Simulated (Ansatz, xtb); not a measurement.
## CH7AlGe: which of two isomers lies lower

Structure a: `[AlH2][CH2][GeH3]`, a singlet. Structure b: `[CH3][GeH2][AlH2]`, a singlet. Both are isolated molecules in the gas phase, relaxed with PBE0-D3(BJ)/def2-SVP; the shapes shown needn't be the lowest conformers.

a (Å):

```yaml
atoms:
  - { symbol: C, position_ang: [0.1715, -0.3198, 1.0299] }
  - { symbol: Al, position_ang: [-0.8232, -0.8237, 2.6311] }
  - { symbol: Ge, position_ang: [2.1161, -0.3289, 1.2727] }
  - { symbol: H, position_ang: [-1.1724, -2.3528, 2.9041] }
  - { symbol: H, position_ang: [-1.2568, 0.2896, 3.6832] }
  - { symbol: H, position_ang: [-0.0994, 0.6991, 0.7045] }
  - { symbol: H, position_ang: [-0.0443, -1.0140, 0.1998] }
  - { symbol: H, position_ang: [2.5194, 0.6589, 2.3875] }
  - { symbol: H, position_ang: [2.5961, -1.7362, 1.6854] }
  - { symbol: H, position_ang: [2.8424, 0.0750, -0.0259] }
```

b (Å):

```tsv
atom	x (Å)	y (Å)	z (Å)
C	-0.2876	-0.6005	3.0215
Al	1.8468	-1.2127	0.0062
Ge	0.6913	0.3130	1.5829
H	-0.7732	0.1326	3.6813
H	0.3995	-1.2133	3.6225
H	-1.0599	-1.2597	2.5999
H	-0.3044	1.2187	0.8148
H	1.7124	1.2838	2.2285
H	1.7732	-2.7954	0.1923
H	2.6823	-0.6319	-1.2206
```

Quicker runs give these differences E(b) − E(a): GFN2-xTB −4.9 kcal/mol; HF/STO-3G −3.6 kcal/mol (at GFN2-xTB geometries); r2SCAN-D4/def2-SVP −4.1 kcal/mol (at GFN2-xTB geometries).

Problem. Estimate E(b) − E(a) at the level CCSD(T)/def2-TZVP.

Solution. Calculated at CCSD(T)/def2-TZVP: E(b) − E(a) = −3.2 kcal/mol, so structure b lies lower.

Level by level:

```json
{"level": "GFN2-xTB", "geometry": "GFN2-xTB", "E(b) − E(a) (kcal/mol)": "−4.9", "departure from the last row (kcal/mol)": "−1.7", "job, with rough time for the two": "optimisation, 0.2 s"}
{"level": "HF/STO-3G", "geometry": "GFN2-xTB", "E(b) − E(a) (kcal/mol)": "−3.6", "departure from the last row (kcal/mol)": "−0.4", "job, with rough time for the two": "single point, 0.52 s"}
{"level": "r2SCAN-D4/def2-SVP", "geometry": "GFN2-xTB", "E(b) − E(a) (kcal/mol)": "−4.1", "departure from the last row (kcal/mol)": "−0.9", "job, with rough time for the two": "single point, 5.5 s"}
{"level": "PBE0-D3(BJ)/def2-SVP", "geometry": "PBE0-D3(BJ)/def2-SVP", "E(b) − E(a) (kcal/mol)": "−4.2", "departure from the last row (kcal/mol)": "−1.0", "job, with rough time for the two": "optimisation, 3.6 min"}
{"level": "HF/def2-TZVP", "geometry": "PBE0-D3(BJ)/def2-SVP", "E(b) − E(a) (kcal/mol)": "−2.8", "departure from the last row (kcal/mol)": "+0.4", "job, with rough time for the two": "part of the CCSD(T) run"}
{"level": "MP2/def2-TZVP", "geometry": "PBE0-D3(BJ)/def2-SVP", "E(b) − E(a) (kcal/mol)": "−2.0", "departure from the last row (kcal/mol)": "+1.2", "job, with rough time for the two": "part of the CCSD(T) run"}
{"level": "CCSD(T)/def2-TZVP", "geometry": "PBE0-D3(BJ)/def2-SVP", "E(b) − E(a) (kcal/mol)": "−3.2", "departure from the last row (kcal/mol)": "", "job, with rough time for the two": "single point, 1.8 min"}
```

As drawn, b has 1 Al–Ge, 1 C–H in place of 1 C–Al, 1 Ge–H.

The levels shown agree on the order. The largest departure from CCSD(T)/def2-TZVP is that of GFN2-xTB, 1.7 kcal/mol.

With harmonic frequencies from PBE0-D3(BJ)/def2-SVP (ideal gas, rigid rotor, one conformer each, 400 K, 1 atm): on the last row, ΔE + ΔZPE = −1.6 kcal/mol. A mode under 50 cm⁻¹ makes harmonic enthalpies and free energies unreliable, so none is given.

The correlated steps freeze 15 core orbitals; the filled d shell of Ge is correlated, in a basis made for valence electrons. Run with Ansatz 0.2.0, xtb 6.7.1; the last row on 2 threads of Arm Neoverse N1 on a shared host.
